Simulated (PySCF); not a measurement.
## Correlation energy of Nb³⁺ (niobium, charge +3)

[Kr] 4d2, high-spin 3F determinant. Calculation: PySCF 2.14, in aug-cc-pwCVTZ-DK (11s10p8d4f3g, 136 functions); the spin-free X2C one-electron Hamiltonian (Gaussian nucleus). Frozen: [Ar] 3d10; 10 electrons correlated.

MP2 pair energies summed by pair of shells (mhartree):

| pair | energy | share (%) |
| --- | --- | --- |
| 4p-4p | -125.88 | 46.8 |
| 4p-4d | -75.55 | 28.1 |
| 4s-4p | -44.34 | 16.5 |
| 4s-4d | -11.45 | 4.3 |
| 4s-4s | -7.65 | 2.8 |
| 4d-4d | -3.97 | 1.5 |

Total MP2 correlation energy: -268.85 mhartree.

Same-spin part -67.13 and opposite-spin part -201.72 mhartree; SCS-MP2 scales them by 1/3 and 6/5 to -264.44 mhartree.
